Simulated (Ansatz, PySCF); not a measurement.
C2H4NO, SMILES `C[N+]C=O` (triplet; the order of the spin states depends on the level; C–N–C–O torsion 0°) (charge 1, multiplicity 3). This triplet lies 0.24 eV below the relaxed singlet at the level B3LYP-D3(BJ)/def2-TZVP (PySCF); other levels give the other order.

These are frozen-core CCSD(T)/6-31g // B3LYP-D3(BJ)/def2-TZVP in Ansatz (a first-principles code) values and carry that method's errors.

Ansatz 0.2 input:
```yaml
crystal:
  periodic: [false, false, false]
  atoms:
    - { symbol: C, position_ang: [1.108888, 0.105376, 0.07685] }
    - { symbol: N, position_ang: [-0.073304, -0.337119, -0.499443] }
    - { symbol: C, position_ang: [-1.469096, -0.199974, -0.192243] }
    - { symbol: O, position_ang: [-1.667726, 0.446847, 0.790457] }
    - { symbol: H, position_ang: [1.199583, -0.280418, 1.107773] }
    - { symbol: H, position_ang: [1.948838, -0.258079, -0.52919] }
    - { symbol: H, position_ang: [1.126754, 1.209089, 0.113679] }
    - { symbol: H, position_ang: [-2.173936, -0.685721, -0.867883] }
basis:
  gaussian: { orbitals: "6-31g" }
correlation:
  method: ccsd_t
total_charge: 1
magnetization:
  spin_polarized: true
  initial_magnetization: 2
```

Output:

```
Functional definition: HF
589 factors; integrals over basis functions are off by at most 2.4e-4 eV
mean field evaluation 1: about -5623.6956 eV, gradient 3.3e1 eV
mean field evaluation 2: about -5623.7095 eV, gradient 3.3e1 eV
mean field evaluation 4: about -5629.3896 eV, gradient 5.9e0 eV
mean field evaluation 8: about -5630.2575 eV, gradient 1.0e0 eV
mean field evaluation 16: about -5630.3338 eV, gradient 2.2e-6 eV
mean field evaluation 32: about -5629.2328 eV, gradient 5.5e0 eV
mean field evaluation 64: about -5628.8557 eV, gradient 8.8e-1 eV
mean field evaluation 96: about -5628.7369 eV, gradient 1.6e0 eV
mean field evaluation 128: about -5628.6237 eV, gradient 2.7e0 eV
mean field evaluation 160: about -5628.6603 eV, gradient 1.6e0 eV
mean field -5630.33378388 eV, -206.9109501804 hartree, gradient 2.6e-6 eV, S^2 2.266362; 6 other end points of the search recorded, 0 dependent functions left out
4 core orbitals not correlated
reference -5630.33378388 eV, -206.9109501804 hartree; 12, 10 occupied and 28, 30 virtual orbitals, 589 factors
second order -9.05506492 eV of doubles, -0.00000000 eV of singles
cycle   1  -9.55626253 eV  change   -5.0e-1 eV  update   1.2e-1
cycle   2  -10.13619871 eV  change   -5.8e-1 eV  update   5.8e-2
cycle   3  -10.45630279 eV  change   -3.2e-1 eV  update   4.5e-2
cycle   4  -10.53981275 eV  change   -8.4e-2 eV  update   2.2e-2
cycle   5  -10.54567698 eV  change   -5.9e-3 eV  update   1.2e-2
cycle   6  -10.55549343 eV  change   -9.8e-3 eV  update   6.4e-3
cycle   7  -10.56090680 eV  change   -5.4e-3 eV  update   4.0e-3
cycle   8  -10.56163682 eV  change   -7.3e-4 eV  update   2.2e-3
cycle   9  -10.56218487 eV  change   -5.5e-4 eV  update   1.1e-3
cycle  10  -10.56190359 eV  change    2.8e-4 eV  update   3.9e-4
cycle  11  -10.56188934 eV  change    1.4e-5 eV  update   1.9e-4
cycle  12  -10.56183188 eV  change    5.7e-5 eV  update   9.3e-5
cycle  13  -10.56185299 eV  change   -2.1e-5 eV  update   4.1e-5
cycle  14  -10.56185080 eV  change    2.2e-6 eV  update   2.2e-5
perturbative correction -0.30915904 eV, -0.0113613851 hartree
Total energy: -5641.20479372 eV, -207.3104524234 hartree
```
